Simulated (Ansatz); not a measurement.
Ansatz (a first-principles code) input (wB97M-V/def2-TZVPD):

Ansatz 0.2 input:
```yaml
crystal:
  periodic: [false, false, false]
  atoms:
    - {symbol: Sb, position_ang: [0.00257964, -0.00328867, 0.34540711]}
    - {symbol: F, position_ang: [-1.31061602, -0.95160558, -0.65180333]}
    - {symbol: F, position_ang: [-0.18142934, 1.61584890, -0.63579149]}
    - {symbol: F, position_ang: [1.47742737, -0.64560754, -0.66971215]}
basis:
  gaussian:
    orbitals: def2-TZVPD
hamiltonian:
  xc: {name: wB97M-V}
output: {forces: true}
```

Output:

```
Functional definition: wB97M-V
integrals: 0.12 GiB planned
1054 factors; their error is unknown
integrals: 0.15 GiB planned
266 factors; integrals over basis functions are off by at most 2.7e-5 eV
mean field: 1.02 GiB planned
mean field evaluation 1: about -14686.6643 eV, gradient 5.8e1 eV
mean field evaluation 2: about -14683.1021 eV, gradient 8.3e1 eV
mean field evaluation 4: about -14692.0587 eV, gradient 7.3e-1 eV
mean field evaluation 8: about -14692.1642 eV, gradient 3.3e-1 eV
mean field evaluation 16: about -14692.1643 eV, gradient 4.9e-5 eV
mean field -14692.16434406 eV, -539.9270809376 hartree, gradient 4.9e-5 eV, S^2 0.000000; 0 other end points of the search recorded, 0 dependent functions left out
the calculation of the forces begins
reference -14692.16441123 eV, -539.9270834061 hartree; 25, 25 occupied and 151, 151 virtual orbitals, 1054 factors
Total energy: -14692.16441123 eV, -539.9270834061 hartree
Atom 0 at     0.002580    -0.003289     0.345407 Å, force    -0.003474     0.004410    -0.463856 eV/Å
Atom 1 at    -1.310616    -0.951606    -0.651803 Å, force     0.264885     0.191985     0.154496 eV/Å
Atom 2 at    -0.181429     1.615849    -0.635791 Å, force     0.036832    -0.326596     0.151254 eV/Å
Atom 3 at     1.477427    -0.645608    -0.669712 Å, force    -0.298244     0.130201     0.158106 eV/Å
Dipole moment:     0.006001    -0.007657     0.803962 e Å
```
